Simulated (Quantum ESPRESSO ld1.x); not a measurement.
Excited configurations of Sn: one electron is placed in a higher orbital outside [Kr] 4d10 5s2 5p1. The ground configuration is [Kr] 4d10 5s2 5p2. Calculated with ld1.x of Quantum ESPRESSO 7.5: Dirac Kohn-Sham, BLYP, spin-unpolarised, spherical densities, point nucleus; open shells are shared between the two j in proportion to 2j + 1. Excitation = E - E(ground); binding = E(ion) - E, where the ion is the core of charge +1; n* = 1/sqrt(2 binding) in atomic units, and the quantum defect is n - n*. Eigenvalue and <r> are those of j = l + 1/2.

outer orbital  excitation (eV)  binding (eV)     n*  quantum defect  eigenvalue (eV)  <r> (bohr)
5d                       5.065         1.749  2.789           2.211           -0.543       8.614
5f                       6.171         0.644  4.597           0.403           -0.340       28.96
6s                       3.846         2.968  2.141           3.859           -1.565       7.118
6p                       4.832         1.983  2.619           3.381           -0.982       9.613
6d                       5.685         1.130  3.470           2.530           -0.550       16.09
7s                       5.287         1.528  2.984           4.016           -0.868       14.07
7p                       5.644         1.170  3.409           3.591           -0.641       17.59

The Delta-SCF ionisation energy is 6.815 eV (NIST Atomic Spectra Database: 7.344 eV, measured). Self-interaction in the functional shifts the binding energies and quantum defects, so they are the method's values and not measured ones. Spin polarisation and multiplet splitting are left out, so open shells lie too high by an amount that depends on their filling. Sharing an open shell by 2j + 1 raises it above the true ground level by a part of the spin-orbit splitting, which enters the differences from NIST.

Beside tabulated values, note that spin-unpolarised runs miss the spin-polarisation part of the exchange energy of open shells.
